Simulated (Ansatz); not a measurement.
The same ligand exchange along the group B, Al, Ga, In.

Isolated molecules relaxed with PBE0-D4/def2-TZVP in Ansatz; ΔE leaves out vibrations. CBS: MP2 limit from def2 TZ/QZ plus the TZ coupled-cluster correction, frozen cores. This one scheme is used for every species. Elements past krypton have def2 core potentials. For Ga, In outer-core shells are correlated without core-valence functions, which leaves a few kJ/mol of doubt a bond. Scalar relativity is left out up to krypton. Each species was taken in one conformer, which may not be the lowest.

Order these by ΔE at CCSD(T)/CBS, lowest first. (Estimate.)
A. `[NH2][In]([NH2])[SH]` + H₂S → `[NH2][In]([SH])[SH]` + NH₃
B. `NB(N)S` + H₂S → `NB(S)S` + NH₃
C. `[NH2][Al]([NH2])[SH]` + H₂S → `[NH2][Al]([SH])[SH]` + NH₃
D. `[NH2][Ga]([NH2])[SH]` + H₂S → `[NH2][Ga]([SH])[SH]` + NH₃

A (-84.3 kJ/mol), D (-56.2 kJ/mol), C (-28.7 kJ/mol), B (+20.6 kJ/mol).

Largest T1 diagnostic: 0.014, for `[NH2][In]([NH2])[SH]`.
